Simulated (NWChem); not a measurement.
System: SiN₃H₆F; SMILES N[Si](N)(N)F

NWChem input:

```
start job
memory heap 200 mb stack 900 mb global 1100 mb
geometry units angstroms noautosym nocenter noautoz
  N     -0.814444     1.376267    -0.678497
  Si    -0.030536     0.005548     0.040042
  N     -1.303268    -1.022461     0.559235
  N      1.087849    -1.034165    -0.783583
  F      0.922404     0.708889     1.185541
  H     -0.282635     2.244390    -0.771559
  H     -1.423138     1.237672    -1.487644
  H     -1.093589    -1.954545     0.919170
  H     -2.144431    -0.622557     0.977341
  H      0.774060    -1.556722    -1.603985
  H      2.049113    -0.709235    -0.909014
end
basis spherical
  * library 6-311g**
end
dft
  xc xpbe96 cpbe96
  iterations 150
end
tddft
  cis
  ecut -63.0
  nroots 6
  notriplet
end
task tddft energy
```

All runs use the structure optimised with PBE-D3(BJ)/def2-SVP.

Core excitations by TDA in a window of 1s orbitals, non-relativistic and unshifted: absolute energies depend strongly on the exact-exchange share.

Question: What results follow from this input? (PBE/6-311G** (spherical d), restricted-window TDA.) Quantities: first 1s excitation (eV); dipole oscillator strength of the first; first state with f > 0.002 (eV); dipole oscillator strength of that state.

Answer: The first 1s excitation (eV) is 1780.3 and the dipole oscillator strength of the first is 0.0000. The first state with f > 0.002 (eV) comes out as 1782.3 and the dipole oscillator strength of that state comes out as 0.0024.
